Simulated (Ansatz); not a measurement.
A structure relaxed at PBE0-D4/def2-TZVP, charge 0, multiplicity 1:

Cartesian coordinates in Å:
```
C -0.7054 1.1831 -1.6888
O 0.2191 0.3337 -1.0888
Al 0.3758 -0.4190 0.4134
N -0.8275 -0.1731 1.6843
N 1.7835 -1.4525 0.6519
H -1.0598 0.7543 -2.6332
H -1.5867 1.3710 -1.0599
H -0.2471 2.1532 -1.9146
H -0.8049 -0.5984 2.5957
H -1.6371 0.4181 1.6005
H 2.0096 -1.9533 1.4937
H 2.4806 -1.6171 -0.0543
```

Q: Give its formula and SMILES.

A: CH7AlN2O, `C[O][Al]([NH2])[NH2]`.

Q: Summarise the bond lengths by kind.

A: 1 × C–O 1.391 Å; 3 × C–H 1.096 to 1.099 Å; 1 × Al–O 1.688 Å; 2 × Al–N 1.763 to 1.767 Å; 4 × H–N 1.005 to 1.006 Å.

Computed with Ansatz.
